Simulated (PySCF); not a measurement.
How methods differ on the ionisation energy of Gd⁶³⁺

Gd⁶³⁺ 1s1 [1s1/2^1, M_J = 1/2] → Gd⁶⁴⁺ (bare nucleus), as a difference of total energies. Computed with PySCF 2.14 in an even-tempered Gaussian basis (15 s from 190 bohr⁻², ratio 2.4; 11 p from 240 bohr⁻², ratio 2.4; 3 d from 740 bohr⁻², ratio 2.6; 3 f from 1100 bohr⁻², ratio 2.6), with the two-component X2C-1e Hamiltonian. "Screened" scales the spin-orbit matrix elements by Boettger's factors to mimic the two-electron term; Breit and QED terms are absent.

```
                   method  ionisation energy (eV)  difference from reference (eV)
GHF (screened spin-orbit)                 59142.7                           +77.2
    GHF (bare spin-orbit)                 59142.7                           +77.2
```

Reference: 59065.54 ± 0.05 eV (theoretical estimate listed by NIST; NIST Atomic Spectra Database, ionization energies).

For one electron Hartree-Fock is exact for this Hamiltonian up to the basis; QED and nuclear recoil make up the gap, and the density functionals add self-interaction.
